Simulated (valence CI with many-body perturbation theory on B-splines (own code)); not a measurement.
**From CI to CI+MBPT in Se⁺**

Calculated by relativistic CI+MBPT: five valence electrons over a frozen Dirac-Fock core [Ar] 3d10, radial functions for each j: 9 s, 9 p, 8 d, 6 f, 3 g, 1 h, with the one-electron correlation potential Σ1 (screened to all orders), the two-electron term Σ2, the three-electron term Σ3, Breit, model QED; selected single and double excitations, second order for the rest, scaled by the run's own slope (own B-spline code, finite nucleus).

Set against measurement, 14 paired levels are off by 171 cm⁻¹ on average, the worst by 343. These come from a selection out of the NIST Handbook of Basic Atomic Spectroscopic Data. Levels without a partner in it may be off by more. Among the levels kept, up to 1500 cm⁻¹ of a level comes from second order outside the variational space, and about a tenth of that is noise between levels of different J, which matters for small intervals.

Each rung adds one term. CI alone is the Dirac-Coulomb CI over the frozen core; QED comes last and gives the full result, which names the levels. Energies are above 4s2 4p3 4S°_3/2 on the same rung, in eV. A blank means that the level has no clear partner on that rung.

Names give the largest LS component (configuration and term), which can be under half, so a name can repeat, a term be missing and a line seem to break the LS rules; names also repeat where a configuration has a term twice. Letters in brackets count levels of one name in rising energy.

```
                Level  CI alone       Σ1       Σ2       Σ3    Breit      QED    Full
      4s2 4p3 2D°_3/2     1.653  +0.0217  -0.0269  -0.0097  +0.0007  -0.0001   1.638
      4s2 4p3 2D°_5/2     1.721  +0.0284  -0.0256  -0.0093  -0.0017  +0.0002   1.713
      4s2 4p3 2P°_1/2     2.866  +0.0453  -0.0304  -0.0170  -0.0012   0.0000   2.862
      4s2 4p3 2P°_3/2     2.961  +0.0545  -0.0275  -0.0165  -0.0047  +0.0003   2.967
        4s 4p4 4P_5/2    10.013  +0.2417  +0.1198  -0.0023  -0.0004  -0.0124  10.359
        4s 4p4 4P_3/2    10.211  +0.2540  +0.1227  -0.0019  -0.0043  -0.0119  10.569
        4s 4p4 4P_1/2    10.311  +0.2593  +0.1230  -0.0018  -0.0061  -0.0115  10.674
    4s2 4p2 5s 4P_1/2    11.639  +0.3114  -0.1483  -0.0111  +0.0009  +0.0039  11.796
    4s2 4p2 5s 4P_3/2    11.813  +0.3234  -0.1465  -0.0106  -0.0035  +0.0044  11.981
    4s2 4p2 5s 4P_5/2    12.042  +0.3358  -0.1450  -0.0106  -0.0083  +0.0049  12.219
    4s2 4p2 5s 2P_1/2    12.097  +0.3208  -0.1631  -0.0102  -0.0029  +0.0042  12.246
4s2 4p2 5s 2P_3/2 [a]                              -0.0090  -0.0069  +0.0036  12.409
4s2 4p2 5s 2P_3/2 [b]                              -0.0078  -0.0045  -0.0070  12.537
        4s 4p4 2D_5/2    12.251  +0.2993  +0.0332  -0.0079  -0.0068  -0.0084  12.560
    4s2 4p2 4d 4F_3/2    12.695  +0.3341  -0.0731  -0.0031  -0.0052  +0.0005  12.948
    4s2 4p2 4d 2P_3/2    12.712  +0.3313  -0.0606  -0.0044  -0.0078  -0.0005  12.970
    4s2 4p2 4d 4F_5/2    12.763  +0.3381  -0.0749  -0.0025  -0.0063  +0.0013  13.018
    4s2 4p2 4d 2P_1/2    12.829  +0.3396  -0.0548  -0.0033  -0.0099  -0.0001  13.100
    4s2 4p2 4d 4F_7/2    12.875  +0.3452  -0.0752  -0.0023  -0.0088  +0.0016  13.135
    4s2 4p2 4d 4F_9/2    13.032  +0.3546  -0.0731  -0.0023  -0.0130  +0.0020  13.300
    4s2 4p2 5s 2D_5/2                              -0.0157  -0.0081  +0.0047  13.422
    4s2 4p2 5s 2D_3/2    13.262  +0.3520  -0.1604  -0.0154  -0.0089  +0.0048  13.434
    4s2 4p2 4d 2F_5/2                              -0.0040  -0.0067  +0.0014  13.465
    4s2 4p2 4d 4D_1/2    13.276  +0.3506  -0.0801  -0.0022  -0.0099  +0.0015  13.535
    4s2 4p2 4d 4D_7/2    13.285  +0.3506  -0.0815  -0.0026  -0.0102  +0.0017  13.544
    4s2 4p2 4d 4D_3/2    13.294  +0.3516  -0.0900  -0.0022  -0.0090  +0.0016  13.546
    4s2 4p2 4d 4D_5/2    13.382  +0.3552  -0.0816  -0.0037  -0.0100  +0.0017  13.643
    4s2 4p2 4d 2F_7/2    13.629  +0.3690  -0.0781  -0.0047  -0.0148  +0.0022  13.903
   4s2 4p2 5p 2S°_1/2    13.806  +0.3348  -0.1421  -0.0111  -0.0010  +0.0017  13.988
   4s2 4p2 5p 4D°_1/2    13.965  +0.3354  -0.1455  -0.0109  -0.0011  +0.0018  14.144
   4s2 4p2 5p 4D°_3/2    14.021  +0.3331  -0.1480  -0.0110  +0.0001  +0.0017  14.197
```

The middle columns are the shifts that each term adds.

(1) How does the ionisation energy move along the ladder, and which term matters most?

Results:

(1) CI alone 20.922, + Σ1 21.297, + Σ2 21.135, + Σ3 21.124, + Breit 21.126, + QED 21.128 eV. The largest step is Σ1, 0.375 eV. NIST lists 21.196 ± 0.01 eV (measured), further off than its uncertainty and the later steps.
